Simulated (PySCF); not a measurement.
HOSr, SMILES [OH][Sr], multiplicity 2.

Geometry optimised at B3LYP-D3(BJ)/def2-TZVPD. The def2 effective core potentials stand for the cores of Sr; spin–orbit coupling is left out.

Two levels are set side by side: PBE/def2-TZVPD (PySCF) and B3LYP/def2-TZVPD (PySCF). Same geometry, gas phase. Differences are taken from unrounded values.

```json
[
 {"quantity": "α-spin orbital gap (eV)", "B3LYP": "2.63", "PBE": "1.79", "PBE minus B3LYP": "-0.85"},
 {"quantity": "β-spin orbital gap (eV)", "B3LYP": "4.96", "PBE": "3.57", "PBE minus B3LYP": "-1.38"},
 {"quantity": "dipole moment (D)", "B3LYP": "1.82", "PBE": "1.54", "PBE minus B3LYP": "-0.27"},
 {"quantity": "mean polarisability (bohr³)", "B3LYP": "174.0", "PBE": "191.0", "PBE minus B3LYP": "17.0"}
]
```

Loosely held outer electrons make PBE densities more polarisable. Differences between two approximate levels are no errors against the true value.

Rough cost on one machine, each run with all the roots and properties that it gave: B3LYP against PBE within a factor of 2.
